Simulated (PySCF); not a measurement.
# Working out the ionisation energy of Cl+

Cl+ [Ne] 3s2 3p4 (3P) → Cl(2+) [Ne] 3s2 3p3 (4S). Calculation: PySCF 2.14, in x2c-TZVPPall with one added diffuse shell each of s, p, d type (6s6p4d1f, 51 functions); the spin-free X2C one-electron Hamiltonian (Gaussian nucleus). Frozen: 1s2. Energies in hartree (1 hartree = 27.21139 eV):

| part | Cl+ (lower) | Cl(2+) (upper) |
| --- | --- | --- |
| UHF | -460.456209 | -459.626944 |
| CCSD correlation | -0.310175 | -0.277450 |
| (T) | -0.005745 | -0.004622 |

Task: What does Hartree-Fock give?

Result: (-459.626944) − (-460.456209) = 0.829265 hartree = 22.565 eV.

Task: What do CCSD and CCSD(T) give?

Result: The CCSD correlation energies differ by 0.032725 hartree = 0.890 eV and the triples by 0.001123 hartree = 0.031 eV, so CCSD gives 23.455 eV and CCSD(T) 23.486 eV.

Measured between the centres of the two terms (NIST): 23.771 eV, so CCSD(T) (valence and next inner shell) is off by -0.285 eV.

What remains against the reference includes basis incompleteness, the frozen core and higher excitations.
